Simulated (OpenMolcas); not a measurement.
**Ni4+ in a point-charge field**

Ni4+ among 5 point charges of -2 e arranged as a trigonal bipyramid (D3h), 2.04 Å from the ion, with the axial distance 2.428 Å.
```
   2.0400    0.0000    0.0000  -2.00
  -1.0200    1.7667    0.0000  -2.00
  -1.0200   -1.7667    0.0000  -2.00
   0.0000    0.0000    2.4276  -2.00
   0.0000    0.0000   -2.4276  -2.00
```

```yaml
Program: OpenMolcas 26.06
Method: CASSCF
Basis: ANO-RCC-VDZP [5s4p2d1f]
Scalar_Hamiltonian: DKH2, point nucleus
Active_space: 6 electrons in 5 orbitals (3d)
State_averaging: 2S+1 = 5 even, 5 roots; 2S+1 = 3 even, 45 roots; 2S+1 = 1 even, 50 roots
Spin-orbit_coupling: RASSI with atomic mean-field integrals over the reference wave functions
```

The lowest spin-free states (labels of D3, the rotations of D3h), above the lowest:

| State | Degeneracy | E (cm-1) | Free-ion L (%) |
| --- | --- | --- | --- |
| 5E | 2 | 0.0 | D (100) |
| 5A1 | 1 | 885.2 | D (100) |
| 5E | 2 | 1523 | D (100) |
| 3E | 2 | 29116 | H (100) |
| 3A2 | 1 | 29353 | H (95) |
| 3E | 2 | 29573 | H (98) |
| 3E | 2 | 29903 | H (99) |
| 3A2 | 1 | 30106 | H (97) |
| 3A1 | 1 | 30108 | H (97) |
| 3E | 2 | 30133 | H (100) |
| 3E | 2 | 32838 | P (81) |
| 3A2 | 1 | 33186 | P (91) |
| 3A2 | 1 | 34071 | F (90) |
| 3A2 | 1 | 34200 | F (97) |
| 3A1 | 1 | 34203 | F (97) |
| 3E | 2 | 34288 | F (98) |
| 3E | 2 | 34297 | F (79) |
| 3A1 | 1 | 37056 | G (99) |
| 3A2 | 1 | 37059 | G (99) |
| 3E | 2 | 37199 | G (97) |

The lowest levels with spin-orbit coupling:

| E (cm-1) | Degeneracy | Label | 2S+1 | g |
| --- | --- | --- | --- | --- |
| 0.0 | 2 | E | 5 | 0.00 0.00 6.12 |
| 11.4 | 2 |  | 5 | 0.00 0.00 9.86 |
| 42.4 | 2 | E | 5 | 0.00 0.00 2.73 |
| 72.2 | 1 | A1 | 5 |  |
| 719.6 | 1 | A2 | 5 |  |
| 842.8 | 2 | E | 5 | 0.00 0.00 5.02 |
| 1197 | 2 | E | 5 | 0.00 0.00 12.00 |
| 1623 | 2 | E | 5 | 0.00 0.00 7.55 |
| 1781 | 2 |  | 5 | 0.00 0.00 8.14 |
| 1956 | 2 | E | 5 | 0.00 0.00 3.99 |
| 2020 | 1 | A1 | 5 |  |
| 2274 | 2 | E | 5 | 0.00 0.00 4.34 |
| 2676 | 2 | E | 5 | 0.00 0.00 0.26 |
| 3016 | 1 | A2 | 5 |  |
| 3033 | 1 | A1 | 5 |  |
| 29251 | 2 |  | 3 | 0.00 0.00 13.99 |
| 29565 | 1 | A1 | 3 |  |
| 29580 | 2 | E | 3 | 0.00 0.00 10.14 |
| 29645 | 2 | E | 3 | 0.00 0.00 3.05 |
| 29882 | 2 | E | 3 | 0.00 0.00 4.76 |

Powder χT (cm3 K/mol): 1.73 at 2 K, 3.47 at 10 K, 4.82 at 50 K, 4.99 at 100 K, 5.09 at 200 K, 5.12 at 300 K. The effective moment at 300 K is 2.828 √(χT) = 6.40 μB.

The lowest level has 2S+1 = 5, for which the spin-only value is χT = S(S+1) / 2 = 3.000 cm3 K/mol (g = 2). The computed 5.121 at 300 K differs by +2.121, through orbital momentum, spin-orbit coupling and any other state in reach.

An orbital doublet at a regular site is open to a Jahn-Teller distortion, which this geometry leaves out. Without dynamic correlation the repulsion within the d shell is too large (B by tens of per cent), so at a given field states of lower spin stand too high. Point charges give a weaker field than real ligands, and real ions of this kind are often low spin; the high spin found here belongs to the model. The ground term spreads over less than 5000 cm-1, several times less than with real ligands, so orbital moments are less quenched and χT lies further from the spin-only value than at real sites. This is an electrostatic model: the charges have no orbitals. No measured value stands beside these numbers.

The RASSCF and RASSI steps took 22 s on 1 thread of Arm Neoverse V2, with other jobs on the host; the integral step is not counted.

With an even number of electrons the g values are those of a degenerate or nearly degenerate non-Kramers pair.
